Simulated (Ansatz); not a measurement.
Input file for Ansatz (a program for electronic structure): U-revPBE/def2-TZVPP on C (SMILES [C]).

Ansatz 0.2 input:
```yaml
crystal:
  periodic: [false, false, false]
  atoms:
    - {symbol: C, position_ang: [0.00000000, 0.00000000, 0.00000000]}
basis:
  gaussian:
    orbitals: def2-TZVPP
hamiltonian:
  xc: {name: revPBE}
magnetization: {spin_polarized: true, initial_magnetization: 2}
```

Program output:

```
WARN ansatz: RAYON_NUM_THREADS=4 ignored (pool sized by the plan → 4); use --threads N
Functional definition: revPBE
integrals: 0.00 GiB planned
180 factors; their error is unknown
mean field: 0.08 GiB planned
mean field evaluation 1: about -1029.5837 eV, gradient 6.4e0 eV
mean field evaluation 2: about -1029.7159 eV, gradient 4.3e0 eV
mean field evaluation 4: about -1029.8336 eV, gradient 1.6e-2 eV
mean field evaluation 8: about -1029.8311 eV, gradient 6.7e-4 eV
mean field evaluation 16: about -1029.8311 eV, gradient 8.1e-4 eV
mean field evaluation 32: about -1029.7051 eV, gradient 4.7e0 eV
mean field -1029.83110972 eV, -37.8455952377 hartree, gradient 9.8e-6 eV, S^2 2.003165; 5 other end points of the search recorded, 0 dependent functions left out
reference -1029.83114331 eV, -37.8455964721 hartree; 4, 2 occupied and 27, 29 virtual orbitals, 180 factors
Total energy: -1029.83114331 eV, -37.8455964721 hartree
```

The calculation finished and met its thresholds.

Cost: around 0.8 core-seconds (rough).
